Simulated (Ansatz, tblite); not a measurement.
Spin states of PbO₂ (the lowest singlet isomer of a short search), each relaxed with r2SCAN-D4/def2-TZVP in Ansatz. Electronic energies in the gas phase.

In the def2 sets Pb takes a core potential; there is no spin–orbit coupling. The xTB rows come from tblite. Correlated methods freeze 6 core orbitals; core or outer-core shells of Pb are correlated, in sets that lack core-valence functions. In CCSD on the charge 0 quintet the largest single amplitude is 0.18, so its Hartree–Fock determinant may place the open shell otherwise than the density functionals do. The structure holds 1 bond(s) between oxygen atoms. HOMO above LUMO, or a gap near zero within one spin, warns that the state may not be the lowest or that an electron is smeared out. The structure comes from a short search, and lower isomers may exist.

Singlet geometry (C2v within 0.1 Å):

```xyz
3

Pb   -0.568   -1.162    0.074
O    -0.087    0.720   -0.693
O     0.654    0.442    0.619
```

Triplet geometry (C2v within 0.1 Å):

```xyz
3

Pb   -0.278    1.415   -0.341
O    -0.461   -0.878   -0.048
O     0.739   -0.537    0.389
```

Quintet geometry (C2v within 0.1 Å):

```csv
atom,x (Å),y (Å),z (Å)
Pb1,0.355,-0.672,-1.146
O2,-0.414,1.234,-0.027
O3,0.058,-0.563,1.173
```

⟨S²⟩: triplet 2.01 at PBE0-D4/def2-TZVP (pure 2.00), quintet 6.02 at PBE0-D4/def2-TZVP (pure 6.00).

Run but left out: HF/def2-TZVP, HF/def2-TZVPP (singlet: restricted singlet, unstable towards broken spin symmetry).

Only these spin states were relaxed. The quintet has other bonds than the singlet, so the gap mixes isomer and spin.

```csv
level,triplet − singlet (kJ/mol),quintet − singlet (kJ/mol),lowest of these,remarks
GFN1-xTB,227.5,866.0,singlet,–
GFN2-xTB,163.4,768.8,singlet,–
LDA (SPW92)/def2-TZVP,73.3,469.3,singlet,gap within one spin near zero (quintet)
r2SCAN-D4/def2-TZVP,42.4,324.4,singlet,–
PBE0-D4/def2-TZVP,34.7,328.1,singlet,–
CAM-B3LYP-D4/def2-TZVP,36.3,330.4,singlet,–
ωB97X-V/def2-TZVP,42.2,350.0,singlet,–
PBE-QIDH/def2-TZVP,50.2,356.8,singlet,–
RPA@PBE/def2-TZVP,64.3,332.6,singlet,–
MP2/def2-TZVPP,93.7,471.0,singlet,restricted SCF unstable (singlet)
CCSD/def2-TZVPP,51.6,335.3,singlet,"large T1 (0.029) (singlet), restricted SCF unstable (singlet)"
CCSD(T)/def2-TZVPP,72.0,372.0,singlet,"large T1 (0.029) (singlet), restricted SCF unstable (singlet)"
```

The xTB methods have no term that favours high spin, so they put low spin too low.
